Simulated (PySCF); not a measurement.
B(F)(H)(SiH3) (BFH4Si), SMILES FB[SiH3]. Heavy atoms are numbered as in [BH:1]([F:2])[SiH3:4]. Hydrogens are named by the atom that carries them.

Coordinates come from a B3LYP-D3(BJ)/def2-TZVP optimisation.

All values below come from PySCF with KT2/pcSseg-2.

GIAO shieldings, no solvent; atoms alike by connectivity are averaged. δ = σ(ref) − σ: ¹¹B against BF3 (σ = 89.2 ppm); ¹⁹F against CFCl3 (σ = 125.1 ppm); ¹H against TMS (σ = 31.47 ppm); ²⁹Si against TMS (σ = 351.7 ppm), references at their B3LYP-D3(BJ)/def2-TZVP geometries, non-relativistic.

### Question
Estimate the chemical shifts. (An estimate is asked for; the answer gives what the named calculation found.)

### Answer

```csv
nucleus,atoms,count,δ (ppm)
¹¹B,B1 (BH),1,65.6
¹⁹F,F2,1,40.3
¹H,H on B1,1,7.03
¹H,H on Si4,3,3.58
²⁹Si,Si4 (SiH3),1,-116.5
```
